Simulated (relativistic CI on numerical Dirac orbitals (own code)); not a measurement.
Ir7+: 4d photoemission

Computed with this model: Dirac-Coulomb-Breit CI, separate exchange-only KLI orbitals for each configuration, a model potential for QED, valence Slater integrals scaled by 0.9, multiplet model of photoemission in the sudden approximation; configurations [Xe] 4f14 5d2 → [Kr] 4d9 4f14 5s2 5p6 5d2; 80 K; Lorentzian 2.45 eV and Gaussian 0.6 eV FWHM. Energies are those of the free ion, without screening or charge transfer. The energies are binding energies and can lie tens of eV above those of solids. S is read from ⟨S²⟩ = S(S + 1).

Field parameters in Wybourne normalisation: D4h B²₀ = −7Ds, B⁴₀ = 21(Dq − Dt), B⁴₄ = 21√(5/14) Dq. The field is a parameter set, without covalency.

free ion: ground-state S = 0.92, centroid 421.58 eV. Peaks (eV, height): 415.0 (100), 430.6 (57), 435.6 (13).

D4h, 10Dq = 25150, Ds = 2100, Dt = 140 cm⁻¹: ground-state S = 0.96, centroid 421.67 eV. Peaks (eV, height): 415.0 (100), 430.8 (60).

Strongest unbroadened transitions for D4h, 10Dq = 25150, Ds = 2100, Dt = 140 cm⁻¹:

```csv
Energy (eV),Relative strength
414.73,79.2
414.78,90.1
414.93,10.4
415.10,5.2
415.15,19.1
415.33,8.7
415.36,100.0
415.40,10.0
415.48,21.1
415.58,14.0
415.73,3.7
430.68,93.6
430.83,65.2
431.06,39.0
431.13,3.3
432.43,5.5
432.51,3.7
433.29,3.1
```
